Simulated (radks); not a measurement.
Task: The mean radii <r> (bohr) of the occupied orbitals of an atom or ion are listed with their occupations. Calculated with a radial shooting solver on a logarithmic mesh with Libxc functionals: non-relativistic Kohn-Sham, PBE, spin-polarised, spherical densities, point nucleus.

| orbital | occ. | <r> |
|---|---|---|
| 1s up | 1 | 0.03815 |
| 1s down | 1 | 0.03814 |
| 2s up | 1 | 0.1673 |
| 2s down | 1 | 0.1673 |
| 2p up | 3 | 0.1437 |
| 2p down | 3 | 0.1437 |
| 3s up | 1 | 0.4690 |
| 3s down | 1 | 0.4687 |
| 3p up | 3 | 0.4657 |
| 3p down | 3 | 0.4652 |
| 3d up | 5 | 0.4486 |
| 3d down | 5 | 0.4474 |
| 4s up | 1 | 1.150 |
| 4s down | 1 | 1.151 |
| 4p up | 3 | 1.223 |

Name the element and its charge. Open shells, if any, are filled with parallel spins first.

Result: Z = 40, zirconium, charge +7: Zr7+ in [Ar] 3d10 4s2 4p3. The 1s radius gives Z: for a bare nucleus <r> = 1.5/Z, 0.0375 bohr for Z = 40, and screening makes it slightly larger (0.03815 here). The occupations add up to 33, and the charge is Z minus that.
